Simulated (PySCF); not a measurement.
# Fractional electron number in Ti²⁺ (titanium, charge +2)

The 3d alpha orbital of [Ar] 3d2 is emptied in steps (occupation f), with all orbitals relaxed, ending at [Ar] 3d1. All numbers are calculated (PySCF 2.14, the spin-free X2C one-electron Hamiltonian (Gaussian nucleus), in jorge-DZP-DKH (8s6p2d1f, 43 functions)). The exact energy is a straight line in f; departures are measured from the line between the end points of the same method.

| f | r2SCAN0 (eV) |
| --- | --- |
| 1 | 0.000 |
| 0.75 | -0.924 |
| 0.5 | -1.239 |
| 0.25 | -0.933 |
| 0 | 0.000 |

Problem. For r2SCAN0, how does the orbital energy at f = 1 compare with the removal energy?

Solution. −ε = 23.000 eV against a total-energy difference of 27.897 eV. By Janak's theorem ε = ∂E/∂f, so the gap between them reflects the curvature. Along the path −ε is 25.411 (f = 0.75), 27.872 (f = 0.5), 30.372 (f = 0.25) eV.

Reference removal energy between the ground levels: 27.492 eV (measured; NIST Atomic Spectra Database, ionization energies). The calculation has no spin-orbit coupling.
